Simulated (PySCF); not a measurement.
Ge(F)(SH)3 (FGeH3S3), SMILES [F][Ge]([SH])([SH])[SH].

Geometry: B3LYP-D3(BJ)/def2-SVP. This is a generated structure with no PubChem entry under its InChIKey; it may be hypothetical. One conformer was computed; it need not be the lowest.

Level of theory: B3LYP-D3(BJ)/def2-SVP (PySCF).

Frequencies are harmonic and unscaled.

Computed harmonic wavenumbers and intensities:
| mode | ν (cm⁻¹) | IR (km/mol) | Raman (Å⁴/amu) | depolarisation | moving atoms (share of kinetic energy) |
|---|---|---|---|---|---|
| 1 | 72 | 7.8 | 7.1 | 0.75 | H 54 %, S 30 %, F 16 % |
| 2 | 74 | 7.4 | 7.1 | 0.75 | H 53 %, S 31 %, F 16 % |
| 3 | 138 | 3.6 | 1.3 | 0.75 | S 54 %, H 33 %, Ge 11 % |
| 4 | 139 | 3.7 | 1.3 | 0.74 | S 53 %, H 33 %, Ge 12 % |
| 5 | 140 | 0.2 | 0.7 | 0.54 | S 52 %, Ge 31 %, H 9 % |
| 6 | 211 | 22.3 | 2.6 | 0.75 | F 51 %, S 24 %, H 16 %, Ge 8 % |
| 7 | 212 | 22.3 | 2.5 | 0.75 | F 51 %, S 24 %, H 16 %, Ge 8 % |
| 8 | 239 | 35.7 | 8.1 | 0.71 | H 91 %, S 8 % |
| 9 | 362 | 1.1 | 31.3 | 0.06 | S 87 % |
| 10 | 429 | 63.2 | 6.1 | 0.75 | S 58 %, Ge 40 % |
| 11 | 429 | 63.2 | 6.1 | 0.75 | S 58 %, Ge 40 % |
| 12 | 687 | 63.9 | 4.5 | 0.34 | F 73 %, Ge 16 %, H 11 % |
| 13 | 734 | 5.8 | 6.6 | 0.31 | H 83 % |
| 14 | 752 | 3.8 | 11.2 | 0.75 | H 93 % |
| 15 | 752 | 3.8 | 11.3 | 0.75 | H 93 % |
| 16 | 2662 | 0.5 | 167.1 | 0.23 | H 97 % |
| 17 | 2662 | 0.6 | 150.2 | 0.33 | H 97 % |
| 18 | 2662 | 0.7 | 147.8 | 0.35 | H 97 % |
